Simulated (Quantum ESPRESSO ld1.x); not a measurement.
Problem. The rubidium ion Rb7+, 30 electrons, occupied as [Ar] 3d10 4f2 (not the ground configuration). All-electron calculation, Dirac Kohn-Sham, relativistic LDA (MacDonald-Vosko exchange, VWN5 correlation), spin-unpolarised, spherical densities, point nucleus; open shells fill j = l - 1/2 first. Program: ld1.x of Quantum ESPRESSO 7.5. Some entries of the table are withheld. Estimate them.

orbital  occ.  eigenvalue (hartree)  <r> (bohr)
1s1/2       2              -554.271     0.04042
2s1/2       2              -78.1519      0.1780
2p1/2       2              -71.4618      0.1524
2p3/2       4              -69.2410      0.1565
3s1/2       2                   (1)      0.5091
3p1/2       2              -12.9872         (2)
3p3/2       4              -12.6475         (3)
3d3/2       4              -8.37134         (4)
3d5/2       6              -8.31227         (5)
4s1/2       0              -4.90542       1.251
4p1/2       0              -4.19706         (6)
4p3/2       0              -4.13690         (7)
4d3/2       0              -3.01988       1.576
4d5/2       0              -3.01085       1.582
4f5/2       2                   (8)       1.951
4f7/2       0                   (9)       1.952
5f5/2       0              -1.21077       3.573
5f7/2       0              -1.21052       3.574

Solution. 
(1) 3s1/2 eigenvalue (hartree): -15.4075
(2) 3p1/2 <r> (bohr): 0.5082
(3) 3p3/2 <r> (bohr): 0.5183
(4) 3d3/2 <r> (bohr): 0.5109
(5) 3d5/2 <r> (bohr): 0.5143
(6) 4p1/2 <r> (bohr): 1.337
(7) 4p3/2 <r> (bohr): 1.355
(8) 4f5/2 eigenvalue (hartree): -2.02163
(9) 4f7/2 eigenvalue (hartree): -2.02122
